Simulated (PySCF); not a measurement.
Te(OMe)(SMe) (C2H6OSTe), SMILES CO[Te]SC. Atoms are numbered in the order given.

```xyz
11

Te     0.2151    -0.0397     0.7704
O     -1.6798    -0.5579     0.3819
C     -2.5657     0.4777     0.0470
H     -2.2653     1.0005    -0.8800
H     -3.5516     0.0156    -0.1253
H     -2.6686     1.2315     0.8500
S      0.9069     0.6546    -1.3965
C      1.2665    -0.9069    -2.2576
H      2.0821    -1.4542    -1.7668
H      1.5755    -0.6304    -3.2769
H      0.3671    -1.5338    -2.3109
```
Charge 0, spin multiplicity 1.

Geometry optimised at PBE0-D3(BJ)/def2-SVP. The structure was generated by enumeration, and PubChem lists no compound with its InChIKey, so it may never have been made. The def2 effective core potentials stand for the cores of Te; spin–orbit coupling is left out. The values are those of a single conformer.

Method: CAM-B3LYP/def2-TZVP run with PySCF.

Atomic charges (e):

| atom | Löwdin | Mulliken |
|---|---|---|
| Te1 | 0.36 | 0.37 |
| O2 | -0.19 | -0.46 |
| C3 | -0.44 | -0.17 |
| H4 | 0.10 | 0.12 |
| H5 | 0.11 | 0.12 |
| H6 | 0.10 | 0.11 |
| S7 | 0.19 | -0.19 |
| C8 | -0.55 | -0.34 |
| H9 | 0.11 | 0.14 |
| H10 | 0.11 | 0.14 |
| H11 | 0.11 | 0.16 |

Q: Give the Mayer and Wiberg (Löwdin basis) orders of the bonds. (The exact figures need the calculation; the answer reports its results.)

A: 
```json
[
 {"bond": "Te1–O2", "Mayer": "0.90", "Wiberg": "1.27"},
 {"bond": "O2–C3", "Mayer": "0.96", "Wiberg": "1.64"},
 {"bond": "C3–H4", "Mayer": "0.97", "Wiberg": "0.94"},
 {"bond": "C3–H5", "Mayer": "0.97", "Wiberg": "0.93"},
 {"bond": "C3–H6", "Mayer": "0.97", "Wiberg": "0.94"},
 {"bond": "Te1–S7", "Mayer": "1.21", "Wiberg": "1.56"},
 {"bond": "S7–C8", "Mayer": "1.01", "Wiberg": "1.51"},
 {"bond": "C8–H9", "Mayer": "0.96", "Wiberg": "0.94"},
 {"bond": "C8–H10", "Mayer": "0.95", "Wiberg": "0.93"},
 {"bond": "C8–H11", "Mayer": "0.96", "Wiberg": "0.94"}
]
```
